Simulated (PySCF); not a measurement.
Compound: C5H7FO3.
Geometry (GFN2-xTB, Å), atoms numbered from 1 in this order:
```xyz
16
C5H7FO3 angstrom
C      2.1950    0.3684    0.0340
C      0.9657   -0.4195    0.4658
C     -0.2170   -0.1380   -0.4565
O     -0.6658    1.2039   -0.3181
C     -1.9780    1.2532   -0.0866
O     -2.6149    2.2364    0.0542
O     -2.5030   -0.0097   -0.0713
C     -1.4926   -0.9489   -0.1195
F     -1.3813   -1.5518    1.1053
H      1.9742    1.4321    0.0258
H      3.0122    0.1866    0.7260
H      2.5123    0.0711   -0.9627
H      0.6885   -0.1472    1.4851
H      1.1680   -1.4915    0.4417
H      0.0690   -0.2901   -1.5050
H     -1.7398   -1.7461   -0.8296
```

A PySCF run (density fitting, gas phase, GFN2-xTB geometry) gave HOMO -7.44 eV, LUMO -0.75 eV, dipole 4.86 D.

Question: Which of these levels was it?
A. PBE0/ANO-RCC-VDZP
B. BP86/def2-SVPD
C. PBE0/pcseg-1

Answer: B. It is BP86/def2-SVPD. All candidates on this geometry:

| level and settings | kind | basis functions | SCF cycles | E (Eh) | HOMO (eV) | LUMO (eV) | dipole (D) |
| --- | --- | --- | --- | --- | --- | --- | --- |
| BP86/def2-SVPD | GGA | 248 | 16 | -519.9298 | -7.44 | -0.75 | 4.86 |
| PBE0/ANO-RCC-VDZP, start guess atom | global hybrid | 161 | 11 | -519.8881 | -9.00 | -0.03 | 5.02 |
| PBE0/pcseg-1, fitting basis def2-universal-jkfit | global hybrid | 161 | 11 | -519.6168 | -9.02 | 0.60 | 5.07 |

The nearest other candidate, by the summed differences of HOMO and LUMO, is PBE0/ANO-RCC-VDZP: its HOMO differs by -1.56 eV and its LUMO by +0.72 eV. Cycle counts include a coarse-grid stage where the run had one. ANO-RCC sets were contracted for a scalar-relativistic Hamiltonian, but ran non-relativistically here.
